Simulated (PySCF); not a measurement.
## Two-component Hartree-Fock for Hf⁵⁵⁺ (hafnium, charge +55)

Start: [Ne] 3s2 3p5; 3p1/2 filled at m_j = +1/2; 3p3/2 filled at m_j = -3/2, -1/2, +1/2, +3/2. Calculated with PySCF 2.14 in an even-tempered Gaussian basis (18 s from 16 bohr⁻², ratio 2.4; 14 p from 21 bohr⁻², ratio 2.4; 4 d from 75 bohr⁻², ratio 2.6; 4 f from 110 bohr⁻², ratio 2.6): generalised Hartree-Fock with the X2C-1e Hamiltonian and a Gaussian nucleus; one run each with spin-orbit coupling (SO) screened by Boettger's factors, then bare. This is a chosen level, not necessarily the ground level.

```tsv
spinor shell	electrons	ε, screened SO (eV)	ε, bare SO (eV)	weight of nominal j (bare SO)	rms radius, bare SO (bohr)
1s1/2	2	-69728.3	-69727.5	1.000	0.0215
2s1/2	2	-15271.5	-15271.4	1.000	0.0858
2p1/2	2	-14770.8	-14800.1	1.000	0.0728
2p3/2	4	-13557.9	-13548.5	1.000	0.0799
3s1/2	2	-5984.0	-5984.0	1.000	0.207
3p1/2	1	-5797.1	-5804.6	1.000	0.197
3p3/2	4	-5476.5	-5474.0	1.000	0.208
```

| quantity | screened SO | bare SO |
| --- | --- | --- |
| E (hartree) | -11965.18587 | -11965.88075 |
| M_J | 1/2 | 1/2 |
| ⟨J²⟩ | 0.750 | 0.750 |
| ⟨L²⟩ | 2.035 | 2.037 |
| ⟨S²⟩ | 0.784 | 0.786 |

Each row is a mean over spinors that exchange with the open shell spreads, by up to 20.012 eV (2p1/2).

Breit and QED terms are absent; they matter most for the inner s and p1/2 levels.

Densities and radii are taken from the X2C orbitals without a picture-change correction, which distorts them close to the nucleus.
